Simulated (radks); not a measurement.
Values are calculated unless marked as measured or tabulated.
Effect of the nuclear size on the hafnium ion Hf+, [Xe] 4f14 5d1 6s2. Level of theory: Dirac Kohn-Sham, exchange-only LDA, spin-unpolarised, spherical densities, finite nucleus; open shells fill j = l - 1/2 first; Fermi nuclear charge, rms radius 5.347 fm (a radial shooting solver on a logarithmic mesh with Libxc functionals). The rms radius is varied about that value; shifts are against it.

rms radius (fm)  total energy shift (eV)  density at nucleus (e/bohr^3)  1s1/2 shift (meV)  2s1/2 shift (meV)  5p1/2 shift (meV)  6s1/2 shift (meV)  5d3/2 shift (meV)  6p1/2 (empty) shift (meV)  7s1/2 (empty) shift (meV)
4.7481                             -10.2                      1.252e+06              -4160               -576              0.459             -0.387              0.385                      0.154                     -0.051
4.8765                             -8.11                      1.241e+06              -3300               -456              0.363             -0.306              0.305                      0.122                     -0.040
5.347                                  0                      1.204e+06              0.000              0.000              0.000              0.000              0.000                      0.000                      0.000
5.8068                              8.41                      1.172e+06               3420                473             -0.376              0.318             -0.317                     -0.126                      0.042
6.6731                              25.5                       1.12e+06              10400               1430              -1.14              0.963             -0.960                     -0.383                      0.127

Slopes of the eigenvalues against <r^2> in GHz/fm^2, as finite differences over the two radii next to the reference (eigenvalue slopes, not the field-shift constants of lines): 1s1/2 163000, 2s1/2 22600, 5p1/2 -18.0, 6s1/2 15.2, 5d3/2 -15.1, 6p1/2 (empty) -6.05, 7s1/2 (empty) 2.00.
